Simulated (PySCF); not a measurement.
Species: C6H13O (charge +1).
Numbering: `[CH3:1][O:2][CH2:3][CH2:4][C+:5]([CH3:6])[CH3:7]` (hydrogens: H8, H9, H10 on C1; H11, H12 on C3; H13, H14 on C4; H15, H16, H17 on C6; H18, H19, H20 on C7)

The calculation used PBE0-D3(BJ)/def2-SVP geometry optimisation, gas phase (PySCF 2.14.0).

**Question.** What internal coordinates does the optimisation give?

**Answer.** 
```tsv
bond	length (Å)
C1–O2	1.417
O2–C3	1.368
C3–C4	1.604
C4–C5	1.449
C5–C6	1.447
C5–C7	1.461
C1–H8, C1–H9, C1–H10	1.101
C3–H11, C3–H12	1.102
C4–H13, C4–H14	1.099
C6–H15 and 3 like bonds	1.099
C6–H16	1.128
C7–H19	1.113
```

Bonds in one row agree within 0.01 Å and their mean is given. A selection of angles:
```tsv
angle	degrees
O2–C1–H8	110.7
O2–C1–H10	107.0
H8–C1–H9	109.1
C1–O2–C3	116.3
O2–C3–C4	113.4
O2–C3–H11	108.6
O2–C3–H12	112.8
C4–C3–H11	109.2
C4–C3–H12	103.9
H11–C3–H12	108.7
C3–C4–C5	105.9
C3–C4–H13	106.6
C5–C4–H13	113.0
H13–C4–H14	110.9
C4–C5–C6	118.4
C4–C5–C7	120.5
C6–C5–C7	120.8
C5–C6–H15	115.7
C5–C6–H16	100.4
C5–C6–H17	113.2
H15–C6–H16	110.3
H15–C6–H17	112.7
H16–C6–H17	102.9
C5–C7–H19	104.4
H18–C7–H19	106.8
H18–C7–H20	112.4
H19–C7–H20	105.3
```

Torsions: C1–O2–C3–C4 -83° (synclinal); O2–C3–C4–C5 -64° (synclinal); C3–C4–C5–C6 78° (synclinal). The mirror-image conformer, all signs reversed, is as good.

The C–O distances run from 1.368 Å (O2–C3, drawn single) to 1.417 Å (C1–O2, drawn single), a spread of 0.049 Å. O2 (ether oxygen) is bent (angle 116.3°). The C–C distances run from 1.447 Å (C5–C6, drawn single) to 1.604 Å (C3–C4, drawn single), a spread of 0.157 Å. Of the pairs four or more bonds apart, O2···H16 is among the closest relative to their van der Waals radii: 2.08 Å, 77 % of the sum of Bondi's values. C5 (formal carbocation centre) is planar (angles 120.8°, 120.5° and 118.4°, sum 359.6°, 0.05 Å off the plane of its three neighbours).

Point group: C1 (no symmetry element, even within 0.4 Å). Whether it is a minimum is left open (no frequencies).

Cost: about 2.8 min of CPU time on one thread; the machine was shared, so the figure is rough. These figures are those of the optimisation.
